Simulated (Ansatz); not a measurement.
`[Cl][GeH]` + `CN(C)[Si]F` → `C[N](C)[Ge][Cl]` + `F[SiH]`  (redistribution)

Isolated molecules relaxed with PBE0-D4/def2-TZVP in Ansatz; ΔE leaves out vibrations. CCSD(T)/CBS is the MP2 limit (def2-TZVPP, def2-QZVPP) plus CCSD(T) − MP2 in def2-TZVPP, frozen cores. This one scheme is used for every species. DFT in def2-TZVPP. For Ge outer-core shells are correlated without core-valence functions, which leaves a few kJ/mol of doubt a bond. Scalar relativity is left out up to krypton. One conformer a species, not always the lowest.

(1) Is it downhill or uphill in electronic energy at CCSD(T)/CBS, and by how much? (An estimate is asked.)

(2) What do these levels give: PBE0-D4, ωB97X-V, ωB97M-V, revPBE, BLYP, r2SCANh, BHLYP, CAM-B3LYP, RPA@PBE/def2-TZVPP, CCSD/def2-SVP, HF/def2-TZVPP, MP2/def2-QZVPP? (Estimate.)

Largest T1 diagnostic among the species: 0.015.

## Answers

(1) Computed: Uphill: ΔE = +40.4 kJ/mol.

(2) Ansatz gave: PBE0-D4 49.4, ωB97X-V 49.1, ωB97M-V 51.2, revPBE 47.3, BLYP 46.5, r2SCANh 51.1, BHLYP 54.8, CAM-B3LYP 52.2, RPA@PBE/def2-TZVPP 37.1, CCSD/def2-SVP 42.4, HF/def2-TZVPP 58.8, MP2/def2-QZVPP 37.5 kJ/mol.

Leaving LDA and LC-ωPBE aside and taking each functional with its dispersion term where it has one, the values, not all of them listed here, spread over 10.4 kJ/mol, from BLYP-D4 to B97M-V. From r2SCAN to r2SCAN0 (25 % exact exchange), in def2-TZVPP and without D4, ΔE moves by +3.6 kJ/mol. In def2-TZVPP, CCSD(T) changes the Hartree–Fock value by −18.0 kJ/mol (the triples alone add −3.3 kJ/mol) and MP2 by −21.4 kJ/mol.
